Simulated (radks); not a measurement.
In V, configuration [Kr] 4d9. Method: scalar-relativistic Kohn-Sham, SOGGA, spin-polarised, spherical densities, finite nucleus; open shells are filled with parallel spins first (spin-orbit coupling, left out, can overturn this in heavy ions); Fermi nuclear charge, rms radius 4.6156 fm; computed with a radial shooting solver on a logarithmic mesh with Libxc functionals.

Local quantities along the radius. ELF = 1/(1 + alpha^2) is the electron localisation function; alpha = (tau - tau_W)/tau_unif compares the Pauli kinetic energy density with that of the uniform gas (summed over spins). tau is taken from the large components.

| r (bohr) | ELF | alpha |
|---|---|---|
| 0.001021 | 0.999 | 0.02303 |
| 0.00117 | 0.999 | 0.02291 |
| 0.001351 | 0.999 | 0.02293 |
| 0.001547 | 0.999 | 0.02307 |
| 0.001787 | 0.999 | 0.02339 |
| 0.002048 | 0.999 | 0.02387 |
| 0.002346 | 0.999 | 0.02454 |
| 0.002709 | 0.999 | 0.02549 |
| 0.003104 | 0.999 | 0.02668 |
| 0.003585 | 0.999 | 0.02830 |
| 0.004107 | 0.999 | 0.03027 |
| 0.004705 | 0.999 | 0.03277 |
| 0.005434 | 0.999 | 0.03618 |
| 0.006225 | 0.998 | 0.04037 |
| 0.00719 | 0.998 | 0.04619 |
| 0.008237 | 0.997 | 0.05351 |
| 0.009437 | 0.996 | 0.06336 |
| 0.0109 | 0.994 | 0.07781 |
| 0.01249 | 0.991 | 0.09713 |
| 0.01442 | 0.984 | 0.1269 |
| 0.01652 | 0.972 | 0.1687 |
| 0.01893 | 0.949 | 0.2316 |
| 0.02186 | 0.899 | 0.3345 |
| 0.02504 | 0.810 | 0.4839 |
| 0.02892 | 0.660 | 0.7170 |
| 0.03314 | 0.497 | 1.006 |
| 0.03796 | 0.371 | 1.301 |
| 0.04384 | 0.316 | 1.472 |
| 0.05023 | 0.340 | 1.393 |
| 0.05801 | 0.441 | 1.127 |
| 0.06646 | 0.574 | 0.8611 |
| 0.07614 | 0.688 | 0.6731 |
| 0.08794 | 0.751 | 0.5756 |
| 0.1007 | 0.749 | 0.5782 |
| 0.1154 | 0.678 | 0.6889 |
| 0.1333 | 0.520 | 0.9599 |
| 0.1527 | 0.366 | 1.315 |
| 0.1764 | 0.312 | 1.486 |
| 0.2021 | 0.391 | 1.248 |
| 0.2315 | 0.557 | 0.8918 |
| 0.2674 | 0.706 | 0.6448 |
| 0.3063 | 0.767 | 0.5519 |
| 0.3538 | 0.744 | 0.5867 |
| 0.4053 | 0.603 | 0.8114 |
| 0.4643 | 0.339 | 1.397 |
| 0.5363 | 0.185 | 2.097 |
| 0.6144 | 0.265 | 1.665 |
| 0.7096 | 0.551 | 0.9022 |
| 0.8129 | 0.733 | 0.6041 |
| 0.9314 | 0.774 | 0.5399 |
| 1.076 | 0.739 | 0.5945 |
| 1.232 | 0.646 | 0.7399 |
| 1.423 | 0.488 | 1.024 |
| 1.63 | 0.310 | 1.491 |
| 1.868 | 0.158 | 2.304 |
| 2.157 | 0.061 | 3.915 |
| 2.472 | 0.020 | 6.998 |
| 2.854 | 0.005 | 14.56 |
| 3.27 | 0.001 | 33.64 |
| 3.747 | 0.000 | 92.28 |
| 4.327 | 0.000 | 334.1 |

On this mesh the ELF has minima near r = 0.044, 0.18, 0.54 bohr, which separate the shells, and maxima near 0.0012 (1.00), 0.088 (0.75), 0.31 (0.77), 0.93 (0.77).
